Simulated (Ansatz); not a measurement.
One change: `[OH][GaH][OH]` becomes `[OH][Ga]([OH])[SeH]`.

Ansatz, PBE0-D4/def2-TZVP geometries, multiplicity 1. Each molecule was computed in one conformer, which needn't be the lowest.

Scalar relativity is left out up to krypton. Spin–orbit coupling is left out; it splits and shifts lone-pair levels of the heavy atoms by tenths of an eV.

```json
{"property": "HOMO energy (PBE/def2-TZVPP) / eV", "`[OH][GaH][OH]`": "-7.01"}
{"property": "zero-point energy (PBE0-D4/def2-TZVP) / kJ/mol", "`[OH][GaH][OH]`": "89.4"}
{"property": "HOMO–LUMO gap (ωB97M-V/def2-TZVPP) / eV", "`[OH][GaH][OH]`": "12.30"}
{"property": "size of the dipole moment (ωB97M-V/def2-TZVPP) / D", "`[OH][GaH][OH]`": "1.77"}
{"property": "LUMO energy (PBE/def2-TZVPP) / eV", "`[OH][GaH][OH]`": "-1.31"}
{"property": "LUMO energy (ωB97M-V/def2-TZVPP) / eV", "`[OH][GaH][OH]`": "1.14"}
```

**Question.** Give the same properties after the change, and the shifts. (Best estimate.)

**Answer.** Ansatz gave: 
```csv
property,`[OH][Ga]([OH])[SeH]`,shift
HOMO energy (PBE/def2-TZVPP) / eV,-6.32,0.69
zero-point energy (PBE0-D4/def2-TZVP) / kJ/mol,93.1,3.7
HOMO–LUMO gap (ωB97M-V/def2-TZVPP) / eV,10.48,-1.82
size of the dipole moment (ωB97M-V/def2-TZVPP) / D,1.93,0.16
LUMO energy (PBE/def2-TZVPP) / eV,-1.86,-0.55
LUMO energy (ωB97M-V/def2-TZVPP) / eV,0.80,-0.34
```

With PBE0 the HOMO rises by 1.16 eV and the LUMO falls by 0.43 eV, so the gap narrows by about 1.59 eV. PBE moves the HOMO by 0.69 eV and ωB97M-V by 1.48 eV. The zero-point energy changes by 3.7 kJ/mol with +3 modes. Dipoles are sizes alone; their direction can turn.
